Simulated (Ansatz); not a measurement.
Reactions of C₂H₈N₂, SMILES `CN(C)N`.

Program: Ansatz. Geometries: PBE0-D4/def2-TZVP. ΔE: electronic, gas phase. CCSD(T)/CBS adds triple-zeta CCSD(T) − MP2 to the extrapolated MP2 energy (def2 sets, frozen cores). This one scheme is used for every species. DFT in def2-TZVPP. For Br outer-core shells are correlated without core-valence functions, which leaves a few kJ/mol of doubt a bond. Scalar relativity is left out up to krypton. One conformer a species, not always the lowest.

```
                                      reaction  r2SCAN-D4 (eV)  MP2/CBS(def2) (eV)
`CN(C)N` + `CS[SiH2]S` → `CS[SiH](C)S` + `CNN`           -0.62               -0.65
       `CN(C)N` + `C1NCS1` → `CN1CSC1` + `CNN`            0.02                0.00
       `CN(C)N` + `N=C=CO` → `COC=C=N` + `CNN`            0.34                0.37
           `CN(C)N` + `NBBr` → `CNBBr` + `CNN`            0.23                0.23
```

(1) Give the CCSD(T)/CBS values in the same order. (Best estimate.)

Largest T1 diagnostic: 0.014, for `N=C=CO`.

Answers

(1) The calculation gave: -0.62, 0.01, 0.34, 0.20 eV.
